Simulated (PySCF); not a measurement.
cyclotrisilazane (H9N3Si3), SMILES N1[SiH2]N[SiH2]N[SiH2]1.

Geometry: B3LYP-D3(BJ)/def2-SVP.

The numbers are results of r2SCAN/def2-TZVP run with PySCF, not measurements.

Symmetry labels are those of the subgroup Cs that the program uses (full group Cs).

Computed valence orbital energies around the gap with their symmetry:
```
orbital  symmetry  energy (eV)
-------  --------  -----------
HOMO−7         A'        -9.35
HOMO−6         A"        -8.84
HOMO−5         A'        -8.73
HOMO−4         A"        -8.52
HOMO−3         A'        -8.36
HOMO−2         A'        -6.94
HOMO−1         A'        -6.34
HOMO           A"        -6.16
LUMO           A'        -0.08
LUMO+1         A"         0.20
LUMO+2         A'         0.41
LUMO+3         A'         0.93
```
